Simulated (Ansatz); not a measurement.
Cost and result for the atomization energy of C$_{3}$H$_{7}$ClSi, SMILES `[SiH3]/C=C\CCl` (12 atoms, 11 bonds).

```json
{"atom": "Si1", "x (Å)": "-0.0181", "y (Å)": "1.8207", "z (Å)": "-0.2537"}
{"atom": "C2", "x (Å)": "1.0017", "y (Å)": "0.2617", "z (Å)": "-0.2658"}
{"atom": "C3", "x (Å)": "0.6383", "y (Å)": "-0.9851", "z (Å)": "0.0351"}
{"atom": "C4", "x (Å)": "-0.7056", "y (Å)": "-1.4102", "z (Å)": "0.4988"}
{"atom": "Cl5", "x (Å)": "-1.4227", "y (Å)": "-2.5786", "z (Å)": "-0.6573"}
{"atom": "H6", "x (Å)": "0.1266", "y (Å)": "2.4998", "z (Å)": "-1.5679"}
{"atom": "H7", "x (Å)": "-1.4586", "y (Å)": "1.5596", "z (Å)": "-0.0027"}
{"atom": "H8", "x (Å)": "0.4867", "y (Å)": "2.7432", "z (Å)": "0.7986"}
{"atom": "H9", "x (Å)": "2.0388", "y (Å)": "0.3957", "z (Å)": "-0.5727"}
{"atom": "H10", "x (Å)": "1.3625", "y (Å)": "-1.7932", "z (Å)": "-0.0509"}
{"atom": "H11", "x (Å)": "-1.4019", "y (Å)": "-0.5795", "z (Å)": "0.5850"}
{"atom": "H12", "x (Å)": "-0.6476", "y (Å)": "-1.9342", "z (Å)": "1.4535"}
```

Total charge 0; spin multiplicity 1. The geometry is a stationary point of PBE0-D4/def2-TZVP. It is one conformer, not always the lowest. Program: Ansatz. All runs use 4 threads of a server CPU on a shared host. Times are those of one run each, without the atoms' runs, and a repeat can differ threefold. Electronic energies, without spin–orbit coupling; frozen cores. CCSD(T)/CBS adds CCSD(T) − MP2 in def2-TZVPP to the MP2 limit, and its time is that of the two runs behind it. T1 = 0.011. B3LYP takes the VWN-RPA correlation (the form of Gaussian; ORCA's B3LYP/G).

CCSD(T)/CBS is a level of theory with its own doubt, some kJ/mol a heavy atom from the limit and from the frozen cores, so smaller differences don't rank the functionals.

| level | functions | wall time |
| --- | --- | --- |
| BLYP-D4/def2-TZVPP | 275 | 2.3 s |
| PBE-D4/def2-TZVPP (with forces) | 275 | 2.8 s |
| PBE0-D4/def2-TZVPP | 275 | 3.6 s |
| CCSD(T)/def2-SVP | 113 | 5 s |
| r2SCAN-D4/def2-TZVPP (with forces) | 275 | 5.5 s |
| B3LYP-D4/def2-TZVPP (with forces) | 275 | 6 s |
| r2SCANh-D4/def2-TZVPP | 275 | 6.5 s |
| B2PLYP/def2-TZVPP | 275 | 6.5 s |
| PBE-QIDH/def2-TZVPP | 275 | 6.5 s |
| ωB97X-V/def2-TZVPP | 275 | 8.5 s |
| MP2/def2-QZVPP | 521 | 27 s |
| CCSD(T)/def2-TZVPP | 275 | 3.2 min |
| CCSD(T)/CBS(def2) | – | 3.6 min |

Problem. What atomization energy does each give, and how far from CCSD(T)/CBS? (Best estimate.)

Solution. The calculation gave: 
| level | atomization (kJ/mol) | difference from CCSD(T)/CBS | per bond |
| --- | --- | --- | --- |
| BLYP-D4/def2-TZVPP | 4362.0 | -20.6 | -1.9 |
| PBE-D4/def2-TZVPP (with forces) | 4456.9 | 74.3 | 6.8 |
| PBE0-D4/def2-TZVPP | 4402.8 | 20.2 | 1.8 |
| CCSD(T)/def2-SVP | 4164.7 | -217.9 | -19.8 |
| r2SCAN-D4/def2-TZVPP (with forces) | 4394.6 | 12.0 | 1.1 |
| B3LYP-D4/def2-TZVPP (with forces) | 4383.2 | 0.6 | 0.1 |
| r2SCANh-D4/def2-TZVPP | 4374.8 | -7.8 | -0.7 |
| B2PLYP/def2-TZVPP | 4333.9 | -48.7 | -4.4 |
| PBE-QIDH/def2-TZVPP | 4369.7 | -12.9 | -1.2 |
| ωB97X-V/def2-TZVPP | 4394.3 | 11.7 | 1.1 |
| MP2/def2-QZVPP | 4387.5 | 4.9 | 0.4 |
| CCSD(T)/def2-TZVPP | 4276.9 | -105.7 | -9.6 |
| CCSD(T)/CBS(def2) | 4382.6 | 0.0 | 0.0 |

From PBE to PBE0 (25 % exact exchange), in def2-TZVPP and without D4, the atomization energy moves by −50.1 kJ/mol: exact exchange takes away binding that semilocal exchange gives to molecules. The D4 term adds +43.3 kJ/mol with B3LYP and +22.9 kJ/mol with PBE0; it sums over pairs of atoms, weighted by their polarisabilities, and B3LYP, whose exchange is more repulsive, gets the larger term. At CCSD(T), def2-SVP lies −217.9 kJ/mol from the extrapolated value and def2-TZVPP −105.7 kJ/mol: correlation converges slowly with the basis, and small sets miss more of it in the bonded molecule than in its fragments.
